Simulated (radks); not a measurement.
Results of a calculation; reference values are marked as such.
Mg7+, 5 electrons, occupied as [He] 2s2 2p0.75 3p0.25 (fractional occupations, a model configuration). Code: a radial shooting solver on a logarithmic mesh with Libxc functionals. Model: non-relativistic Kohn-Sham, TPSS, spin-polarised, spherical densities, point nucleus; open shells are filled with parallel spins first; meta-GGA in the generalised Kohn-Sham scheme.

Unscreened Slater integrals over Kohn-Sham orbitals (hartree). They are taken over the spin-up orbitals. Empty in this configuration: 3s.

integral      value
F0(3p,3p)   0.62017
F2(3p,3p)   0.31384
F0(3p,2p)   0.82052
F2(3p,2p)   0.20441
G0(3p,2p)  0.080817
G2(3p,2p)  0.088402
F0(3p,2s)   0.79995
G1(3p,2s)  0.063731
F0(3p,1s)   0.94263
G1(3p,1s)  0.084719
F0(3p,3s)   0.61476
G1(3p,3s)   0.40417
F0(2p,2p)    1.7507
F2(2p,2p)   0.83335
F0(2p,2s)    1.6263
G1(2p,2s)   0.94972
F0(2p,1s)    2.3895
G1(2p,1s)   0.38866
F0(2p,3s)   0.79712
G1(2p,3s)  0.079851
F0(2s,2s)    1.5453
F0(2s,1s)    2.1625
G0(2s,1s)   0.19923
F0(2s,3s)   0.78301
G0(2s,3s)  0.062905
F0(1s,1s)    7.2286
F0(1s,3s)   0.90468
G0(1s,3s)  0.041279
F0(3s,3s)   0.61075

Derived for the open shells (J is the average intra-shell exchange parameter used in DFT+U). 2p: J = F2/5 = 0.1667 hartree. 3p: J = F2/5 = 0.06277 hartree.
